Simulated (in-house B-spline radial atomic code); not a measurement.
# Solving the quasi-particle equation for 3p up of Ar3+

Configuration [Ne] 3s2 3p3, highest spin, start PBE0; correlation leaves out the 3 deepest shells. Computed with an all-electron radial atomic-structure program (B-spline basis): all electrons, non-relativistic, point nucleus, each spin shell either full or empty, empty states to l = 9 with an (l + 1/2)⁻⁴ tail; G0W0 by contour deformation at full frequency.

At the mean-field level ε = -53.735 eV the matrix elements are Σx = -28.835 eV, v_xc = -23.47 eV and Σc(ε) = -0.335 eV, and the slope of the correlation self-energy is dΣc/dω = -0.0553. The quasi-particle energy solves E = ε + Σx − v_xc + Σc(E).

Question: What does the linearised equation give?

Answer: Z = 1/(1 − dΣc/dω) = 1/1.0553 = 0.9476. The first-order shift is Σx − v_xc + Σc(ε) = -28.835 − (-23.47) + (-0.335) = -5.700 eV, so E ≈ ε + Z × shift = -53.735 + 0.9476 × (-5.700) = -59.136 eV.

Question: How does that compare with the full solution and with static screening?

Answer: Solving the equation at full frequency dependence gives E = -59.123 eV, where Σc = -0.023 eV and the weight is 0.943; the linearised value is off by 13 meV. Leaving Z out would give -59.435 eV. Static COHSEX puts -2.410 eV in place of Σc and gives -61.510 eV, 2.39 eV deeper.
